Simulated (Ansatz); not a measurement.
Coupled-cluster diagnostics for the cluster Au2Br, Ansatz.

Geometry of the doublet (PBE-D4/def2-TZVP):

```xyz
3

Au    0.0101   -0.3853   -0.0265
Au   -0.9485    0.3767    2.2093
Br    0.9384    0.0086   -2.1828
```

In the def2 sets Au takes a core potential; there is no spin–orbit coupling. Correlated methods freeze 9 core orbitals; core or outer-core shells of Au, Br are correlated, in sets that lack core-valence functions. In CCSD on the charge 0 doublet the largest single amplitude is 0.27, so its Hartree–Fock determinant may place the open shell otherwise than the density functionals do. The structure comes from a short search, and lower isomers may exist.

Geometry of the charge 0 quartet (PBE-D4/def2-TZVP):

```xyz
3

Au   -0.369    1.444   -0.391
Au   -1.053   -0.940    0.618
Br    1.422   -0.504   -0.227
```

Estimate the CCSD(T) correlation energy, the shares of MP2 and (T), T1 and the reference's ⟨S²⟩ for: charge 0, doublet, own geometry in def2-SVP; charge 0, quartet, own geometry in def2-SVP; and the rough time on 4 threads of Arm Neoverse V2 on a shared host.


```csv
state,basis,correlation (eV),MP2 share (%),(T) share (%),T1,⟨S²⟩ (pure),wall time
"charge 0, doublet, own geometry",def2-SVP,-24.703,102.6,2.5,0.044,0.77 (0.75),23 s
"charge 0, quartet, own geometry",def2-SVP,-25.126,102.4,2.8,0.025,3.81 (3.75),21 s
```
Customary marks for T1 are 0.02 (closed shells), 0.045 (open shells) and about 0.05 (3d metals). T1 exceeds 0.02 in 2 of 2 rows and 0.045 in 0; the higher it lies, the less the single-reference result can be trusted.
